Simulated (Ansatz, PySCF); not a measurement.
Stretching the Si3–C2 bond in C2H8O3Si (SMILES CC[Si](O)(O)O) (multiplicity 1 held, fragments rigid). Energies count from the point at 1.860 Å.
Geometry at that point (charge 0, multiplicity 1):
```xyz
14

C     -2.378     0.231     0.344
C     -1.108    -0.430     0.898
Si     0.431    -0.036    -0.070
O      0.731     1.577    -0.176
O      1.645    -0.845     0.701
O      0.321    -0.454    -1.656
H     -2.288     1.319     0.338
H     -2.570    -0.081    -0.684
H     -3.255    -0.028     0.940
H     -0.946    -0.131     1.938
H     -1.227    -1.518     0.925
H      0.859     2.056     0.645
H      2.532    -0.753     0.343
H      0.205    -1.385    -1.859
```

Restricted levels (R-, RO-) in cc, def2 and unpolarised 6-31G sets keep to the state of the molecule at rest. U- levels take the lowest unrestricted solution at each point, which mixes spins at long bonds. Levels need not reach the same state.

Rows in 6-31G* carry no dispersion term and start afresh at each structure (6-31G* with six Cartesian d functions). MP2/6-31G* freezes PySCF's default core.

Programs: Ansatz (Gaussian orbitals); PySCF for 6-31G* rows. Each number belongs to the level named beside it.

Energies in kcal/mol.

| R (Å) | R-PBE/cc-pV(T+d)Z | U-PBE/cc-pV(T+d)Z | R-B3LYP/cc-pV(T+d)Z | R-MP2/6-31G* |
|---|---|---|---|---|
| 1.488 | 58.1 | 58.1 | 57.6 | 60.8 |
| 1.674 | 11.2 | 11.2 | 10.8 | 11.3 |
| 1.860 | 0.0 | 0.0 | 0.0 | 0.0 |
| 2.046 | 4.7 | 4.7 | 5.3 | 5.9 |
| 2.232 | 15.8 | 15.8 | 17.1 | 19.0 |
| 2.511 | 35.6 | 35.6 | 38.0 | 42.4 |
| 2.790 | 54.3 | 54.3 | 57.8 | 64.6 |
| 3.255 | 78.8 | 78.8 | 84.1 | 93.7 |
| 3.720 | 95.5 | 91.6 | 102.6 | 112.7 |
| 4.278 | 107.9 | 96.2 | 117.0 | 123.4 |
| 5.022 | 116.8 | 97.8 | 128.0 | 120.4 |

Doubts at one or more of the structures used: a restricted determinant that unrestricted orbitals would lower (R-PBE/cc-pV(T+d)Z, R-B3LYP/cc-pV(T+d)Z, R-MP2/6-31G*); a spin-contaminated determinant (U-PBE/cc-pV(T+d)Z).

Ansatz is a first-principles code.
